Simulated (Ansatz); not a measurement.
Abridged output of a molecular run in Ansatz:

```
Functional definition: HF
1686 factors; integrals over basis functions are off by at most 8.3e-4 eV
mean field evaluation 1: about -23606.3008 eV, gradient 4.6e1 eV
mean field evaluation 2: about -23606.5162 eV, gradient 4.7e1 eV
mean field evaluation 4: about -23610.9527 eV, gradient 3.5e0 eV
mean field evaluation 8: about -23611.0134 eV, gradient 2.6e-1 eV
mean field -23611.01367601 eV, -867.6887484734 hartree, gradient 9.7e-6 eV, S^2 0.000000; 0 other end points of the search recorded, 0 dependent functions left out
12 core orbitals not correlated: weight in the atoms' cores, before any rotation towards them, 1.000 or more for the frozen orbitals, at most 0.000 for the correlated occupied ones
reference -23611.01367601 eV, -867.6887484734 hartree; 21, 21 occupied and 222, 222 virtual orbitals, 1686 factors
second order -31.31174489 eV of doubles, -0.00000000 eV of singles
cycle   1  -31.24929515 eV  change    6.2e-2 eV  update   1.2e-1
cycle   2  -31.94369201 eV  change   -6.9e-1 eV  update   3.7e-2
cycle   3  -32.11290473 eV  change   -1.7e-1 eV  update   2.1e-2
cycle   4  -32.10096410 eV  change    1.2e-2 eV  update   5.3e-3
cycle   5  -32.09527680 eV  change    5.7e-3 eV  update   2.4e-3
cycle   6  -32.09640156 eV  change   -1.1e-3 eV  update   9.5e-4
cycle   7  -32.09636399 eV  change    3.8e-5 eV  update   4.1e-4
cycle   8  -32.09618216 eV  change    1.8e-4 eV  update   1.7e-4
cycle   9  -32.09625026 eV  change   -6.8e-5 eV  update   6.6e-5
cycle  10  -32.09628365 eV  change   -3.3e-5 eV  update   2.7e-5
perturbative correction -1.14013510 eV, -0.0418991921 hartree
Total energy: -23644.25009475 eV, -868.9101643338 hartree
```

Its atoms:

```xyz
10

C     0.711   -1.080   -0.721
N    -0.305   -0.783    0.280
Sn   -0.798    1.115    0.620
F    -1.348    1.735   -1.101
Cl    1.045    2.455    1.073
H     1.733   -0.829   -0.414
H     0.679   -2.145   -0.968
H     0.490   -0.531   -1.638
H    -0.173   -1.323    1.125
H    -2.035    1.385    1.743
```

Question: Which basis set was used?
A. def2-SVP
B. def2-SVPD
C. def2-TZVPP
D. def2-TZVPPD

Answer: C. It gives 255 functions.

Question: Write the keys of the input that set method, charge and spin (a neutral closed shell needs none for the last two).

Answer: 
```yaml
correlation: {method: ccsd_t}
```
